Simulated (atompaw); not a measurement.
# Cr (Z = 24): PAW (atompaw) pseudisation with PBE, scalar-relativistic reference atom.

```
Element                 : Cr (Z = 24)
Generator               : atompaw 4.2.0.5
Type                    : PAW
Functional              : PBE
Relativity              : scalar-relativistic
Frozen core             : [Ne] 3s2
Valence charge          : 12
Reference configuration : 3p6 3d4.5 4s0 4p0 (charge +1.5)
Partial waves           : 4s (bound, empty): rc 2.45 bohr; 4s channel at 3.9 Ry: rc 2.45 bohr; 3p (bound): rc 1.35 bohr; 4p (bound, empty): rc 2.45 bohr; 3d (bound): rc 1.10 bohr; 3d channel at -0.15 Ry: rc 1.10 bohr
Local potential         : bessel scheme, radius 2.35 bohr
Core correction         : smooth core density matched at 2.05 bohr
Augmentation charge     : besselshape compensation charge, radius 2.25 bohr; PAW radius 2.45 bohr; waves and projectors: custom rrkj vanderbiltortho
```

All-electron outer shells of the reference configuration (PBE, scalar-relativistic, ld1.x):

| shell | level (eV) | outermost node (bohr) | outermost maximum (bohr) |
| --- | --- | --- | --- |
| 3s | -87.56 | 0.36 | 0.78 |
| 3p | -58.98 | 0.33 | 0.80 |
| 3d | -15.90 | – | 0.84 |
| 4s | -14.06 | 1.11 | 2.45 |
| 4p | -9.48 | 1.22 | 3.00 |

Estimate the cutoffs (Ry, on a coarse ladder) from which the occupation-weighted sum of valence levels, in a spherical-Bessel basis at the reference potential, stays within 10 and 1 mRy of its value at 400 Ry.

90 Ry and 140 Ry.

What does a ghost test show?

No extra level below or beside the all-electron valence levels (s, p, d, f tested).

Is the overlap operator S = 1 + Σ q|β⟩⟨β| positive definite (Bessel basis up to 400 Ry)?

Yes: its lowest eigenvalue is 0.57 (p channel).

Which valence shell sets the plane-wave cutoff?

3d: its level needs 90 Ry to come within 1 mRy, against 45 Ry for 3p.
